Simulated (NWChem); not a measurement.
# Correlation energy of selenium dioxide (O$_{2}$Se)

SMILES: O=[Se]=O
```xyz
3

O      1.3523     0.0000    -0.5852
Se     0.0000     0.0000     0.2754
O     -1.3523     0.0000    -0.5852
```
Charge 0, spin multiplicity 1.

Everything below was run with NWChem. Structure: optimised with PBE0/def2-SVP, a minimum by its harmonic frequencies.

Basis set: def2-SVP. Each correlation energy counts from its own Hartree-Fock reference.

The Hamiltonian is non-relativistic. The correlated methods keep 11 core orbitals frozen. Coupled-cluster values serve here as a point of comparison, not as the truth.

Question: For the correlation energy, MP2 gives -648.0 mHa and SCS-MP2 gives -610.5 mHa. What do CR-CCSD[T], CR-CCSD(T), CCSD give?

Answer: CR-CCSD[T]: -650.3 mHa; CR-CCSD(T): -647.0 mHa; CCSD: -626.8 mHa.
